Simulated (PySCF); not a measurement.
The second ionisation energy along the third row

All values are computed (PySCF 2.14, energy differences of UHF-based or UKS calculations, no spin-orbit coupling). Values in eV. The last column holds reference values (NIST; (s) semi-empirical, (t) theoretical, else measured). Unmarked ones compare directly (S terms, centres of terms, or small fine structure); those marked * lie between the lowest fine-structure levels and include a spin-orbit shift.

```
                           element               configurations     UHF  SCS-MP2 (valence)  CCSD (valence)  CCSD(T) (valence)  MP2 (valence and next inner shell)     PBE     reference
Mg (dyall-acv3z, non-relativistic)              [Ne] 3s1 → [Ne]  14.724                n/a             n/a                n/a                              14.983  15.337        15.035
Al (dyall-acv3z, non-relativistic)          [Ne] 3s2 → [Ne] 3s1  17.520             18.462          18.615             18.615                              18.534  18.758        18.829
Si (dyall-acv3z, non-relativistic)      [Ne] 3s2 3p1 → [Ne] 3s2  15.846             16.104          16.228             16.259                              16.135  16.411        16.322
 P (dyall-acv3z, non-relativistic)  [Ne] 3s2 3p2 → [Ne] 3s2 3p1  19.169             19.535          19.662             19.699                              19.659  19.783  19.769 (s) *
 S (dyall-acv3z, non-relativistic)  [Ne] 3s2 3p3 → [Ne] 3s2 3p2  22.723             23.163          23.281             23.323                              23.391  23.315      23.338 *
Cl (dyall-acv3z, non-relativistic)  [Ne] 3s2 3p4 → [Ne] 3s2 3p3  22.594             23.489          23.509             23.542                              23.434  23.846        23.771
Ar (dyall-acv3z, non-relativistic)  [Ne] 3s2 3p5 → [Ne] 3s2 3p4  26.369             27.390          27.351             27.391                              27.431  27.592      27.630 *
```

| method | elements | mean error (eV) | mean absolute error (eV) | largest error (eV) |
| --- | --- | --- | --- | --- |
| UHF | 4 | -0.818 | 0.818 | -1.308 |
| SCS-MP2 (valence) | 3 | -0.289 | 0.289 | -0.366 |
| CCSD (valence) | 3 | -0.190 | 0.190 | -0.262 |
| CCSD(T) (valence) | 3 | -0.169 | 0.169 | -0.229 |
| MP2 (valence and next inner shell) | 4 | -0.218 | 0.218 | -0.337 |
| PBE | 4 | 0.099 | 0.134 | 0.302 |

Errors include the incompleteness of the basis and the frozen core.

"Valence" correlates the outer s and p shells and, in groups 3 to 12 and the f block, the outer d or f shell, open or full, or the next shell where the ion has no valence electron left; the wider scheme adds the next inner shell.
